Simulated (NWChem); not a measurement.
Polarisability of hydrogen iodide (HI)

SMILES: I
```xyz
2

I      0.0000     0.0000     0.0302
H      0.0000     0.0000    -1.6026
```
Charge 0, spin multiplicity 1.

Program: NWChem. All single points use one geometry, from PBE/def2-SVP with def2 effective core potentials on I, a minimum by its harmonic frequencies.

Basis set: def2-SVPD. The field's frequency is 0.0773 Ha (589 nm).

Effective core potentials replace the inner electrons of I; spin-orbit coupling is left out. B3LYP has NWChem's definition, with VWN1-RPA local correlation.

Task: Order these methods by the isotropic polarisability they give, lowest first: PBE0, HF, PBE, B3LYP.

Result: HF (36.50 bohr³), PBE0 (37.76 bohr³), B3LYP (38.22 bohr³), PBE (39.04 bohr³)
